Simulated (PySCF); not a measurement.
Computed shifts of a molecule C2H6AlClO, PySCF with PBE/pcSseg-1, GIAO, gas phase, atoms alike by connectivity averaged where their shifts nearly agree, in ppm (number of nuclei): ¹H: 4.74 (1), 4.60 (1), 4.40 (1), 1.66 (3). ¹³C: 68.8 (1), 26.3 (1). References: ¹H against TMS (σ = 31.49 ppm); ³⁵Cl against HCl (σ = 936.5 ppm); ¹⁷O against H2O (σ = 334.3 ppm); ¹³C against TMS (σ = 182.0 ppm), references at their B3LYP-D3(BJ)/def2-TZVP geometries, non-relativistic (without spin–orbit terms, shifts of atoms bonded to Cl or Br come out too high). Geometry: ωB97X-D3(BJ)/def2-SVP. The values are those of a single conformer.

Q: Which molecule gave these data?
A) CC[O][AlH][Cl]
B) C[CH2][Al]([OH])[Cl]
C) C[O][Al]([CH3])[Cl]

A: A, CC[O][AlH][Cl]
